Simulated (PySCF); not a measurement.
Molfile (atoms numbered from 1):
```
C4H5FOSi
     RDKit          3D

 12 12  0  0  0  0  0  0  0  0999 V2000
   -2.8423    0.9904    1.0854 F   0  0  0  0  0  0  0  0  0  0  0  0
   -1.7935    0.3935    0.5484 C   0  0  0  0  0  0  0  0  0  0  0  0
   -1.7896   -0.7998   -0.1138 C   0  0  0  0  0  0  0  0  0  0  0  0
   -0.5318   -1.0738   -0.5061 O   0  0  0  0  0  0  0  0  0  0  0  0
    0.2836   -0.0624   -0.1036 C   0  0  0  0  0  0  0  0  0  0  0  0
    2.1060   -0.1537   -0.5061 Si  0  0  0  0  0  4  0  0  0  0  0  0
   -0.4597    0.8808    0.5621 C   0  0  0  0  0  0  0  0  0  0  0  0
   -2.5669   -1.5176   -0.3580 H   0  0  0  0  0  0  0  0  0  0  0  0
    2.7502    1.0189    0.1531 H   0  0  0  0  0  0  0  0  0  0  0  0
    2.3334   -0.0896   -1.9806 H   0  0  0  0  0  0  0  0  0  0  0  0
    2.6955   -1.4223    0.0144 H   0  0  0  0  0  0  0  0  0  0  0  0
   -0.1049    1.8096    1.0028 H   0  0  0  0  0  0  0  0  0  0  0  0
  1  2  1  0
  2  3  2  0
  3  4  1  0
  4  5  1  0
  5  6  1  0
  5  7  2  0
  7  2  1  0
  3  8  1  0
  6  9  1  0
  6 10  1  0
  6 11  1  0
  7 12  1  0
M  END
```

Geometry: PBE0-D3(BJ)/def2-SVP; GIAO absolute shieldings from PySCF, gas phase, non-relativistic, averaged over equivalent atoms.

At CAM-B3LYP/pcSseg-1 (151 basis functions, 17 s wall time on 1 thread of an Arm Neoverse V2, shared host):
| atoms | σ (ppm) |
| --- | --- |
| F1 | 361.1 |
| C2 | 16.2 |
| C5 | 25.6 |
| C3 | 41.7 |
| C7 | 57.4 |
| O4 | 40.8 |
| Si6 | 426.5 |
| H8 | 23.66 |
| H12 | 24.46 |
| H9/H10/H11 | 27.04 |

Question: Predict the values at B97-D/pcSseg-1 on the same geometry.

Answer: 
| atoms | σ at B97-D/pcSseg-1 | change |
| --- | --- | --- |
| F1 | 340.9 | -20.2 |
| C2 | 21.5 | +5.3 |
| C5 | 35.1 | +9.5 |
| C3 | 48.5 | +6.8 |
| C7 | 63.6 | +6.2 |
| O4 | 42.0 | +1.2 |
| Si6 | 429.5 | +3.0 |
| H8 | 23.92 | +0.26 |
| H12 | 24.77 | +0.31 |
| H9/H10/H11 | 27.12 | +0.08 |

The largest change is at F1 (aryl fluorine). Cost: 151 basis functions, 18 s wall time on 1 thread of an Arm Neoverse V2, shared host. The order of the carbon signals is the same at both levels.
